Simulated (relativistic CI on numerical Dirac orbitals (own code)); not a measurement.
# Re5+: resonant inelastic scattering at the L2,3 edge

Computed with this model: Dirac-Coulomb-Breit CI, separate exchange-only KLI orbitals for each configuration, QED by a radiative potential, valence Slater integrals scaled by 0.8, Kramers-Heisenberg scattering through one core-hole configuration in a parametric crystal field; configurations [Xe] 4f14 5d2 → [He] 2s2 2p5 3s2 3p6 3d10 4s2 4p6 4d10 4f14 5s2 5p6 5d3; 80 K; core-hole width 3 eV; summed over polarisations. Incident energies are the highest absorption maxima for each field (at most a few, so the weaker spin-orbit partner edge can be absent), on the computed scale of the free ion. Intensities are in per cent of the strongest line above 0.02 eV; levels within 1 cm⁻¹ are merged; final levels count from the ground level, the first row holds all elastic scattering, lines under 0.4 are left out and each table stops after 24 rows. The scale of the Slater integrals is a model choice and moves the terms in proportion.

Field parameters in Wybourne normalisation: D3d B²₀ = −7Dσ, B⁴₀ = −14Dq − 21Dτ, B⁴₃ = −14√(10/7) Dq; Td as Oh with Dq negative (B⁴₀ = 21Dq, B⁴₄ = √(5/14) B⁴₀). The field is a parameter set, without covalency.

S is read from ⟨S²⟩ = S(S + 1).

D3d, 10Dq = 23950, Dσ = 810, Dτ = 490 cm⁻¹:

| Final level (eV) | Degeneracy | Irrep | S | 10541.2 eV | 11963.6 eV |
| --- | --- | --- | --- | --- | --- |
| 0.000 | 2 | E | 0.98 | 4530.3 | 347.6 |
| 0.164 | 2 | E | 0.96 | 31.5 | 51.4 |
| 0.263 | 1 | A1 | 0.89 | 26.1 | 69.3 |
| 0.705 | 1 | A2 | 1.00 | 42.2 | 8.1 |
| 1.149 | 2 | E | 0.96 | 34.0 | 9.9 |
| 1.244 | 1 | A1 | 0.96 | 4.0 | 73.2 |
| 1.360 | 1 | A1 | 0.32 | 30.3 | 46.1 |
| 1.787 | 2 | E | 0.28 | 68.1 | 28.0 |
| 2.360 | 2 | E | 0.21 | 34.8 | 19.8 |
| 3.384 | 1 | A2 | 1.00 | 79.6 | 8.3 |
| 3.491 | 1 | A1 | 0.95 | 100.0 | 6.4 |
| 3.541 | 2 | E | 0.96 | 66.4 | 8.2 |
| 3.609 | 2 | E | 0.98 | 93.2 | 13.2 |
| 3.715 | 1 | A1 | 0.41 | 15.8 | 33.3 |
| 4.019 | 1 | A2 | 0.98 | 8.2 | 4.5 |
| 4.024 | 2 | E | 0.96 | 90.7 | 8.1 |
| 4.639 | 1 | A2 | 0.99 | 44.0 | 5.0 |
| 4.652 | 2 | E | 0.45 | 65.4 | 4.9 |
| 4.678 | 1 | A1 | 0.85 | 39.1 | 2.9 |
| 4.776 | 2 | E | 0.95 | 28.5 | 7.1 |
| 5.001 | 1 | A1 | 0.69 | 17.4 | 3.0 |
| 5.218 | 2 | E | 0.95 | 27.9 | 0.8 |
| 5.375 | 2 | E | 0.79 | 11.7 | 3.0 |
| 5.643 | 1 | A1 | 0.57 | 0.4 | 0.7 |

Td, 10Dq = -14900 cm⁻¹:

```
Final level (eV)  Degeneracy  Irrep     S  10540.6 eV  11963.6 eV
           0.000           3     T2  0.98      3627.4       359.7
           0.988           2      E  0.59        11.4        95.5
           1.925           1     A2  1.00         2.6         3.0
           1.997           3     T2  0.98        70.8        36.2
           2.121           3     T1  0.99        86.7        25.7
           2.233           1     A1  0.58         5.6        75.6
           2.412           2      E  0.68        80.7         0.3
           2.964           3     T2  0.98       100.0         5.0
           3.029           3     T1  0.94        46.5        25.0
           3.123           2      E  0.95        47.5         1.5
           3.292           3     T2  0.39        37.3         5.6
           3.366           1     A1  0.64        21.6         2.9
           3.890           3     T1  0.38        49.3         5.9
           4.641           2      E  0.99         4.5         0.3
           4.645           1     A1  0.97         0.1         1.0
           4.759           3     T1  0.89         1.4         1.0
           4.800           3     T2  0.79         4.9         0.3
           5.757           3     T2  0.18         0.9         0.1
```

For the first field the strongest loss at the lowest incident energy is the level at 3.49 eV (S = 0.95, against 0.98 in the thermal ground state). Levels of other spin, the first over 8 % at 1.36 eV, appear because spin-orbit coupling of the core hole, and in heavier ions of the valence shell too, mixes spins.
